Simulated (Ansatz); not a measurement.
CH7FOSi2, SMILES `C[SiH2]O[SiH2]F`. Charge 0, multiplicity 1.

```xyz
12

C     0.766   -0.556   -1.688
Si    0.801   -0.850    0.145
O    -0.561   -0.244    0.847
Si   -1.343    1.074    1.353
F    -1.485    2.107    0.144
H    -0.101   -1.039   -2.144
H     0.718    0.513   -1.909
H     1.667   -0.962   -2.156
H     1.987   -0.194    0.759
H     0.836   -2.302    0.456
H    -2.705    0.690    1.776
H    -0.580    1.763    2.418
```

(1) List the harmonic frequencies (cm⁻¹, unscaled) at PBE0-D4/def2-TZVP in Ansatz. (Estimate.)

(2) Is this a minimum?

(3) Give the ideal-gas thermochemistry at 298.15 K and 1 bar (rigid rotor, harmonic oscillator; point group C1, symmetry number 1).

Results:

(1) The calculation gave: 24, 31, 78, 166, 224, 346, 502, 587, 699, 706, 737, 757, 768, 872, 881, 918, 964, 969, 990, 1134, 1280, 1444, 1448, 2210, 2233, 2256, 2275, 3050, 3135, 3141.

(2) Yes, all 30 modes are real.

(3) Zero-point energy 208.3 kJ/mol; H(298) − E = 232.1 kJ/mol; entropy 387.1 J/(mol·K), of which translation 167.5, rotation 115.3, vibration 104.4; G(298) − E = 116.6 kJ/mol. Modes under 100 cm⁻¹ are hindered rotations or soft bends, so the harmonic entropy is rough.
